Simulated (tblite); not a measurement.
A geometry optimisation, step by step.

C8H13BS.
Numbering: `[CH3:1][C:2]#[C:3][C@@H:4]1[CH2:5][C@@H:6]([CH3:7])[BH:8][CH2:9][S:10]1` (hydrogens: H11, H12, H13 on C1; H14 on C4; H15, H16 on C5; H17 on C6; H18, H19, H20 on C7; H21 on B8; H22, H23 on C9)

Computed with GFN2-xTB (tblite), gas phase: L-BFGS steps from a force-field or distance-geometry start until the largest atomic force falls under 0.01 eV/Å. 6 of its 126 geometries are shown.

Step 0: E = -765.4037 eV, largest atomic force 2.553 eV/Å
```
atom  x, y, z in Å  |  force x, y, z in eV/Å
C1      4.513   -0.199   -0.845   -0.230  -0.361   0.174
C2      3.126   -0.091   -0.339    1.130  -0.133  -0.228
C3      2.006   -0.024    0.084   -0.751   0.289   0.216
C4      0.620    0.088    0.555    1.030  -0.535   2.220
C5     -0.359   -0.646   -0.281    0.416  -0.560  -1.922
C6     -1.692    0.026   -0.472   -1.112   0.006   0.714
C7     -2.649   -1.078   -0.874    0.546  -1.724  -0.599
B8     -2.279    0.694    0.838   -1.193   2.147  -0.696
C9     -1.426    1.662    1.770   -0.066  -2.075  -0.113
S10     0.151    1.822    0.861    0.811   1.510  -0.097
H11     4.491    0.025   -1.933    0.206   0.090   0.723
H12     4.914   -1.242   -0.734   -0.525   0.827   0.018
H13     5.202    0.477   -0.278   -0.719  -0.418  -0.633
H14     0.561   -0.389    1.587    0.380   0.540  -0.610
H15    -0.540   -1.645    0.141    0.315   0.187  -0.203
H16     0.092   -0.743   -1.288   -0.105  -0.409   0.257
H17    -1.682    0.759   -1.303    0.190  -0.060   0.559
H18    -2.338   -1.468   -1.883   -0.576   0.208   0.834
H19    -2.472   -1.918   -0.138   -0.742   0.670  -0.847
H20    -3.692   -0.781   -0.876    0.068  -0.068  -0.097
H21    -3.447    0.990    0.772    0.415  -0.592   0.309
H22    -1.916    2.626    1.956    0.614  -0.408   0.070
H23    -1.188    1.080    2.690   -0.101   0.870  -0.047
```

Step 25: E = -766.3008 eV, largest atomic force 0.119 eV/Å
```
atom  x, y, z in Å  |  force x, y, z in eV/Å
C1      4.458   -0.196   -0.831   -0.029  -0.009   0.007
C2      3.114   -0.079   -0.306    0.025  -0.006   0.014
C3      2.012   -0.037    0.166   -0.023   0.066  -0.003
C4      0.655    0.099    0.646   -0.039  -0.024  -0.087
C5     -0.320   -0.636   -0.290   -0.117   0.022  -0.006
C6     -1.753   -0.064   -0.392   -0.089   0.005  -0.023
C7     -2.687   -1.151   -0.936   -0.005  -0.009  -0.011
B8     -2.332    0.782    0.802    0.063  -0.017   0.016
C9     -1.343    1.640    1.665    0.042   0.006   0.017
S10     0.265    1.898    0.821    0.030  -0.021  -0.039
H11     4.471    0.053   -1.893   -0.033  -0.007   0.022
H12     4.809   -1.220   -0.703    0.050   0.020  -0.005
H13     5.128    0.485   -0.305   -0.032  -0.038   0.009
H14     0.580   -0.296    1.665    0.000  -0.001  -0.001
H15    -0.391   -1.671    0.059    0.027   0.022   0.028
H16     0.116   -0.668   -1.293    0.013   0.026   0.031
H17    -1.718    0.719   -1.172    0.032   0.043   0.049
H18    -2.323   -1.522   -1.892   -0.048  -0.015  -0.048
H19    -2.746   -1.996   -0.254    0.027   0.013   0.065
H20    -3.694   -0.759   -1.065    0.059  -0.010  -0.067
H21    -3.487    0.875    0.988    0.056  -0.080  -0.004
H22    -1.711    2.634    1.923    0.019  -0.027  -0.040
H23    -1.111    1.135    2.607   -0.028   0.043   0.075
```

Step 50: E = -766.3605 eV, largest atomic force 0.080 eV/Å
```
atom  x, y, z in Å  |  force x, y, z in eV/Å
C1      4.466   -0.227   -0.795   -0.015   0.008   0.002
C2      3.116   -0.151   -0.279   -0.012   0.044   0.007
C3      2.002   -0.061    0.156   -0.036  -0.033   0.018
C4      0.637    0.093    0.607   -0.035   0.030  -0.015
C5     -0.341   -0.620   -0.334   -0.013  -0.020  -0.030
C6     -1.777   -0.042   -0.386   -0.004  -0.015  -0.005
C7     -2.706   -1.096   -1.000    0.000   0.000   0.030
B8     -2.259    0.606    0.970    0.024  -0.029   0.001
C9     -1.328    1.686    1.622   -0.002   0.020   0.001
S10     0.265    1.897    0.745    0.022   0.075  -0.016
H11     4.469    0.041   -1.852   -0.002  -0.002  -0.011
H12     4.869   -1.233   -0.687   -0.037  -0.016   0.028
H13     5.105    0.471   -0.256    0.004  -0.005   0.013
H14     0.520   -0.281    1.630    0.055  -0.028   0.014
H15    -0.399   -1.663   -0.011   -0.007  -0.037  -0.005
H16     0.074   -0.609   -1.343    0.042  -0.014  -0.041
H17    -1.728    0.800   -1.095    0.009   0.032   0.047
H18    -2.255   -1.539   -1.888   -0.029   0.041  -0.006
H19    -2.901   -1.892   -0.285   -0.001  -0.037   0.002
H20    -3.659   -0.653   -1.282    0.026   0.006   0.022
H21    -3.274    0.346    1.493   -0.004  -0.026  -0.037
H22    -1.793    2.674    1.607   -0.015   0.005  -0.031
H23    -1.106    1.479    2.672    0.029  -0.003   0.012
```

Step 75: E = -766.3764 eV, largest atomic force 0.048 eV/Å
```
atom  x, y, z in Å  |  force x, y, z in eV/Å
C1      4.476   -0.242   -0.766   -0.017  -0.005   0.009
C2      3.121   -0.115   -0.276   -0.012  -0.012   0.006
C3      1.999   -0.042    0.142   -0.018   0.016  -0.013
C4      0.630    0.110    0.576   -0.003   0.022   0.010
C5     -0.335   -0.628   -0.361   -0.003   0.025   0.012
C6     -1.772   -0.054   -0.371   -0.007   0.007   0.004
C7     -2.727   -1.067   -1.008    0.011   0.010   0.021
B8     -2.206    0.520    1.034   -0.024  -0.008   0.000
C9     -1.340    1.698    1.602   -0.020  -0.010  -0.012
S10     0.237    1.917    0.698    0.023  -0.027  -0.033
H11     4.507    0.004   -1.828    0.013   0.005   0.012
H12     4.830   -1.264   -0.630    0.003  -0.002   0.002
H13     5.134    0.436   -0.224   -0.010  -0.002  -0.009
H14     0.516   -0.253    1.603    0.008  -0.022   0.008
H15    -0.373   -1.674   -0.042    0.005   0.018  -0.015
H16     0.069   -0.604   -1.377   -0.003  -0.003   0.009
H17    -1.726    0.825   -1.033   -0.022  -0.012  -0.009
H18    -2.346   -1.415   -1.967   -0.007   0.017   0.018
H19    -2.859   -1.931   -0.358    0.017  -0.004  -0.019
H20    -3.704   -0.615   -1.170    0.023  -0.012   0.004
H21    -3.144    0.153    1.629    0.005  -0.018  -0.007
H22    -1.878    2.639    1.468    0.016   0.031  -0.008
H23    -1.112    1.629    2.668    0.024  -0.016   0.009
```

Step 100: E = -766.3801 eV, largest atomic force 0.019 eV/Å
```
atom  x, y, z in Å  |  force x, y, z in eV/Å
C1      4.476   -0.257   -0.747    0.000  -0.001   0.006
C2      3.115   -0.121   -0.279    0.001   0.000   0.006
C3      1.992   -0.032    0.131   -0.005  -0.001  -0.010
C4      0.623    0.126    0.560    0.002   0.015  -0.002
C5     -0.341   -0.608   -0.379   -0.001   0.004  -0.001
C6     -1.784   -0.050   -0.372   -0.007   0.008   0.008
C7     -2.727   -1.078   -1.001    0.003   0.002   0.007
B8     -2.203    0.519    1.039    0.010   0.007   0.008
C9     -1.336    1.706    1.593   -0.010   0.002   0.010
S10     0.230    1.930    0.669    0.003  -0.014  -0.001
H11     4.531   -0.013   -1.808   -0.005  -0.002   0.001
H12     4.822   -1.280   -0.599    0.009  -0.002   0.000
H13     5.126    0.421   -0.195    0.007  -0.003   0.002
H14     0.506   -0.238    1.587    0.003   0.007   0.002
H15    -0.368   -1.656   -0.070    0.004  -0.011  -0.009
H16     0.058   -0.573   -1.395   -0.001   0.012  -0.015
H17    -1.763    0.829   -1.035    0.002  -0.008  -0.005
H18    -2.382   -1.360   -1.995   -0.005  -0.002   0.001
H19    -2.778   -1.977   -0.391   -0.006   0.004   0.005
H20    -3.730   -0.668   -1.089    0.006  -0.004   0.001
H21    -3.117    0.131    1.657   -0.011  -0.007  -0.008
H22    -1.870    2.652    1.475    0.000  -0.009   0.002
H23    -1.087    1.625    2.654    0.003   0.005  -0.011
```

Step 125: E = -766.3844 eV, largest atomic force 0.009 eV/Å
```
atom  x, y, z in Å  |  force x, y, z in eV/Å
C1      4.504   -0.296   -0.681    0.000   0.000  -0.001
C2      3.129   -0.126   -0.270    0.001  -0.003   0.002
C3      1.989   -0.007    0.085    0.000  -0.005   0.003
C4      0.613    0.162    0.485   -0.001  -0.001   0.002
C5     -0.343   -0.522   -0.494    0.000   0.000  -0.002
C6     -1.812   -0.048   -0.375   -0.001  -0.001  -0.002
C7     -2.741   -1.126   -0.937    0.000  -0.001   0.000
B8     -2.183    0.512    1.053    0.001   0.000  -0.002
C9     -1.321    1.706    1.596   -0.001   0.000  -0.001
S10     0.226    1.963    0.646    0.004  -0.008   0.001
H11     4.607   -0.069   -1.742    0.001   0.003   0.001
H12     4.822   -1.324   -0.507   -0.002   0.001  -0.001
H13     5.147    0.374   -0.112   -0.001   0.003  -0.003
H14     0.469   -0.237    1.497    0.000   0.001   0.003
H15    -0.302   -1.597   -0.297    0.001  -0.001   0.001
H16     0.018   -0.358   -1.512    0.000   0.004  -0.004
H17    -1.893    0.831   -1.033   -0.002   0.001  -0.002
H18    -2.444   -1.408   -1.946   -0.001   0.003  -0.001
H19    -2.716   -2.018   -0.313    0.001  -0.002   0.003
H20    -3.766   -0.765   -0.970    0.000   0.002   0.001
H21    -3.087    0.118    1.685    0.000   0.002  -0.001
H22    -1.872    2.644    1.501    0.000   0.001  -0.001
H23    -1.047    1.618    2.651   -0.001   0.004   0.002
```

Problem. Summarise the path.

Solution. The energy falls by 22.62 kcal/mol from step 0 to step 125; nine tenths of that is first reached at step 20. It falls at every step. The largest force goes from 2.553 to 0.009 eV/Å. Among the bonds C4–C5 changes most, from 1.482 to 1.530 Å; the atoms move by 0.391 Å rms after alignment.

The cost below is that of the whole relaxation. The run took 1.2 s wall on one thread of an Arm Neoverse V1, on a shared host.
